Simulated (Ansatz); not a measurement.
Mulliken charges of C2H5AlClF, SMILES `C[CH2][Al]([F])[Cl]` from B3LYP/def2-TZVPP in Ansatz (PBE0-D4/def2-TZVP geometry).

| atom | x (Å) | y (Å) | z (Å) | charge (e) |
| --- | --- | --- | --- | --- |
| C1 | -0.547 | 0.775 | 0.923 | -0.239 |
| C2 | 0.623 | 0.322 | 0.052 | -0.288 |
| Al3 | 0.266 | -1.165 | -1.140 | 0.705 |
| F4 | 1.453 | -1.781 | -2.099 | -0.345 |
| Cl5 | -1.611 | -2.071 | -1.292 | -0.255 |
| H6 | -0.269 | 1.619 | 1.560 | 0.084 |
| H7 | -1.404 | 1.087 | 0.321 | 0.084 |
| H8 | -0.898 | -0.026 | 1.578 | 0.083 |
| H9 | 0.988 | 1.149 | -0.569 | 0.084 |
| H10 | 1.484 | 0.040 | 0.670 | 0.085 |

By hand: the dipole of these point charges (1 e Å = 4.8032 D).

Σ q r = (0.042, 0.368, 0.312) e Å, of length 0.484 e Å = 2.32 D.

How does the dipole of the full density compare? (An estimate is asked.)

The calculation gave: (0.054, 0.355, 0.296) e Å, 2.24 D; the point charges give 1.04 times that, at 2° from its direction.

Point charges leave out the atoms' own dipoles, such as those of lone pairs, and Mulliken's split depends on the basis, so the close match here is no proof of good charges.

B3LYP here is the variant with VWN-RPA as its local correlation; programs differ in this.
